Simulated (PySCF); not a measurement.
How methods differ on the interval between two levels of As

As [Ar] 3d10 4s2 4p3 [4S3/2, M_J = 3/2] → As [Ar] 3d10 4s1 4p3 4d1 [6D9/2, M_J = 9/2], as a difference of total energies. Computed with PySCF 2.14 in x2c-TZVPall-2c with one added diffuse shell each of s, p, d type (7s8p5d1f, 63 functions), with the two-component X2C-1e Hamiltonian. Correlated levels: [Ne] frozen. "Screened" scales the spin-orbit matrix elements by Boettger's factors to mimic the two-electron term; Breit and QED terms are absent.

```json
{"method": "GHF (spin-free)", "interval between two levels (cm⁻¹)": "105470"}
{"method": "GMP2 (spin-free)", "interval between two levels (cm⁻¹)": "118560"}
{"method": "GHF (screened spin-orbit)", "interval between two levels (cm⁻¹)": "105460"}
{"method": "GMP2 (screened spin-orbit)", "interval between two levels (cm⁻¹)": "118570"}
```

The labels give the starting determinants; with spin-orbit coupling the two ends relaxed to ⟨J²⟩ = 3.75, ⟨L²⟩ = 0.01, ⟨S²⟩ = 3.74 and ⟨J²⟩ = 24.76, ⟨L²⟩ = 6.01, ⟨S²⟩ = 8.75.

The promoted electron is Rydberg-like, and one or two diffuse shells describe it only roughly, which tends to raise the upper state.
